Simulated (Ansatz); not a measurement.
[Ho(NH3)6]3+ (HoN6H18³⁺). Total charge 3; quintet. Geometry PBE-D4/def2-SVP.

Cartesian coordinates in Å:
```
Ho -0.0003 0.0005 -0.0002
N -0.9128 1.2196 1.9727
H -1.8223 1.6972 1.8215
H -0.3133 1.9814 2.3447
H -1.0960 0.6409 2.8151
N 0.9191 -1.2340 -1.9596
H 1.8553 -1.6605 -1.8190
H 1.0497 -0.6746 -2.8246
H 0.3496 -2.0366 -2.2909
N -1.2710 1.5114 -1.5209
H -2.2183 1.1811 -1.7887
H -0.8277 1.7031 -2.4400
H -1.4564 2.4646 -1.1531
N 1.2825 -1.5198 1.5008
H 1.3442 -2.5088 1.1905
H 0.9217 -1.6060 2.4706
H 2.2778 -1.2640 1.6497
N -1.9484 -1.5491 0.0887
H -2.7626 -1.2089 0.6359
H -1.7607 -2.4784 0.5120
H -2.3739 -1.7956 -0.8259
N 1.9305 1.5720 -0.0819
H 2.7192 1.2772 -0.6896
H 2.3986 1.7619 0.8253
H 1.7154 2.5254 -0.4329
```

In the def2 sets Ho takes a core potential; there is no spin–orbit coupling. With an open 4f shell the SCF may have ended on a state above the lowest. No other spin state of charge 3 was run.

**Question.** Estimate the α-spin orbital energies around the gap (eV) in Ansatz with PBE-D4/def2-SVP, r2SCAN-D4/def2-TZVP, PBE0-D4/def2-SVP, PBE0-D4/def2-TZVP, CAM-B3LYP-D4/def2-TZVP.

**Answer.** 
| orbital | PBE-D4/def2-SVP | r2SCAN-D4/def2-TZVP | PBE0-D4/def2-SVP | PBE0-D4/def2-TZVP | CAM-B3LYP-D4/def2-TZVP |
| --- | --- | --- | --- | --- | --- |
| HOMO−13 | -23.31 | -23.76 | -25.23 | -25.24 | -26.76 |
| HOMO−12 | -22.54 | -23.61 | -25.23 | -25.24 | -26.75 |
| HOMO−11 | -22.54 | -23.56 | -25.12 | -25.13 | -26.64 |
| HOMO−10 | -22.54 | -23.56 | -25.11 | -25.13 | -26.63 |
| HOMO−9 | -22.49 | -23.56 | -25.11 | -25.12 | -26.62 |
| HOMO−8 | -21.31 | -22.00 | -25.00 | -25.01 | -26.50 |
| HOMO−7 | -21.31 | -21.99 | -25.00 | -25.01 | -26.50 |
| HOMO−6 | -21.30 | -21.99 | -25.00 | -25.01 | -26.50 |
| HOMO−5 | -21.12 | -21.50 | -22.85 | -22.82 | -24.41 |
| HOMO−4 | -20.58 | -21.01 | -22.28 | -22.26 | -23.76 |
| HOMO−3 | -20.57 | -21.01 | -22.28 | -22.26 | -23.76 |
| HOMO−2 | -19.78 | -20.22 | -21.44 | -21.44 | -22.90 |
| HOMO−1 | -19.78 | -20.22 | -21.44 | -21.44 | -22.90 |
| HOMO | -19.77 | -20.21 | -21.43 | -21.43 | -22.89 |
| LUMO | -13.09 | -13.23 | -12.43 | -12.48 | -11.37 |
| LUMO+1 | -13.08 | -13.21 | -12.41 | -12.46 | -11.34 |
| LUMO+2 | -13.07 | -13.21 | -12.41 | -12.46 | -11.34 |
| LUMO+3 | -12.15 | -11.67 | -11.35 | -11.49 | -10.75 |
| LUMO+4 | -11.01 | -10.45 | -10.19 | -10.34 | -9.60 |
| LUMO+5 | -11.01 | -10.45 | -10.19 | -10.33 | -9.59 |
| β HOMO | -19.35 | -20.16 | -21.46 | -21.45 | -22.92 |
| β LUMO | -17.57 | -16.11 | -13.84 | -13.86 | -12.71 |
